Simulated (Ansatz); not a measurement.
Species: C6H15In, SMILES `C[CH2][In]([CH2]C)[CH2]C` (charge 0, multiplicity 1).

Problem. Give a relaxed geometry from Ansatz (a quantum-chemistry and plane-wave program) with CAM-B3LYP-D3(BJ)/def2-SVP.

Solution. This is not unique; one that fits is the end point of this relaxation, one of several conformers (outside a Z-matrix the atoms follow the SMILES, hydrogens last).
Z-matrix (Å, degrees):
```
In
C 1 2.1845
H 2 1.1032 1 107.06
H 2 1.1032 3 104.99 1 -113.50
C 2 1.5273 3 110.74 4 -119.54
H 5 1.1017 2 111.94 3 -62.17
H 5 1.1017 6 106.57 2 122.69
H 5 1.1035 6 106.88 7 114.01
C 1 2.1845 2 120.06 3 -55.65
H 9 1.1031 1 107.09 2 -125.44
H 9 1.1033 10 104.98 1 113.44
C 9 1.5273 10 110.76 11 119.52
H 12 1.1016 9 111.94 10 -178.28
H 12 1.1017 13 106.57 9 122.69
H 12 1.1035 13 106.88 14 114.00
C 1 2.1845 2 120.01 3 124.27
H 16 1.1031 1 107.17 2 53.12
H 16 1.1034 17 104.99 1 113.44
C 16 1.5273 17 110.77 18 119.52
H 19 1.1016 16 111.94 17 -178.39
H 19 1.1017 20 106.57 16 122.69
H 19 1.1035 20 106.89 21 113.99
```
